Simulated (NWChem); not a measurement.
# CaF$_{2}$; SMILES [F][Ca][F]

Computed with NWChem. All runs use the structure optimised with PBE0-D3(BJ)/def2-TZVP. Level M06-2X/def2-SVP: energy and gradient on several grids; changes count from the extra-fine grid, which is no exact limit either.

```
grid     size of the energy change (μHa)  largest change of a gradient component (μHa/bohr)
-------  -------------------------------  -------------------------------------------------
xcoarse                            20000                                               4000
coarse                              1000                                                200
medium                                20                                                 70
fine                                < 10                                                 40
xfine                               < 10                                               < 30
```
